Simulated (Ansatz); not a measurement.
Cost and result up the ladder for 1-ethyl-3-methylimidazolium tetrafluoroborate (C6H11BF4N2) (24 atoms). Charge 0, multiplicity 1. Geometry: PBE-D4/def2-SVP.

```xyz
24

C    -0.248    2.596    1.704
C    -0.055    1.084    1.664
N    -0.677    0.466    0.482
C    -2.005    0.113    0.316
C    -2.095   -0.554   -0.884
N    -0.815   -0.597   -1.417
C    -0.386   -1.286   -2.632
C     0.025    0.026   -0.574
H     0.241    3.006    2.609
H    -1.319    2.881    1.737
H     0.216    3.081    0.821
H     1.014    0.795    1.616
H    -0.492    0.587    2.552
H    -2.770    0.344    1.063
H    -2.951   -1.013   -1.386
H     0.666   -1.596   -2.480
H    -0.481   -0.622   -3.513
H    -1.013   -2.183   -2.776
H     1.120    0.110   -0.670
F     3.503   -2.174    0.878
B     2.430   -1.483    0.372
F     2.204   -1.787   -1.010
F     1.232   -1.744    1.086
F     2.656   -0.051    0.441
```

Ansatz on 4 threads of Arm Neoverse V1 on a shared host. Times are rough, and most runs start from the orbitals of an earlier one. PBE0-D4/def2-TZVP serves as the yardstick here, not as an exact answer. Differences are given only for rows in sets of like size (and for xTB, whose basis is part of the method), since another set adds its own error. Binding counts from free atoms at the same level (C triplet, N quartet, H doublet, F doublet, B doublet; other spins of the atoms weren't run), without zero-point energy or a counterpoise term.

B3LYP takes the VWN-RPA correlation. Correlated methods freeze 13 core orbitals. The rows differ in basis, and correlated rows in double-zeta sets carry the largest basis error.

Correlated methods converge slowly with the basis, most of all in double-zeta sets.

```
                            level  functions  binding energy per atom (eV)  difference from PBE0-D4/def2-TZVP (eV)
                         HF/6-31G        139                          3.00                                       –
                PBE0-D4/def2-TZVP        469                          4.50                                    0.00
                 PBE0-D4/def2-SVP        237                          4.58                                       –
                        HF/STO-3G         76                          3.52                                       –
            LDA (SPW92)/def2-TZVP        469                          5.20                                    0.70
                   B3LYP-D4/6-31G        139                          4.34                                       –
                     MP2/def2-SVP        237                          4.39                                       –
   PBE-D4/def2-TZVP (with forces)        469                          4.61                                    0.11
r2SCAN-D4/def2-TZVP (with forces)        469                          4.48                                   -0.02
                  PBE-D4/def2-SVP        237                          4.69                                       –
              revPBE-D4/def2-TZVP        469                          4.48                                   -0.02
```

Q: Estimate how long each takes.

A: HF/STO-3G 0.75 s; HF/6-31G 2.3 s; B3LYP-D4/6-31G 4.4 s; PBE-D4/def2-SVP 4.6 s; LDA (SPW92)/def2-TZVP 6.5 s; MP2/def2-SVP 9 s; revPBE-D4/def2-TZVP 11 s; PBE0-D4/def2-SVP 11 s; PBE-D4/def2-TZVP (with forces) 14 s; r2SCAN-D4/def2-TZVP (with forces) 24 s; PBE0-D4/def2-TZVP 25 s. On shared hardware such times vary by a factor of up to 3.
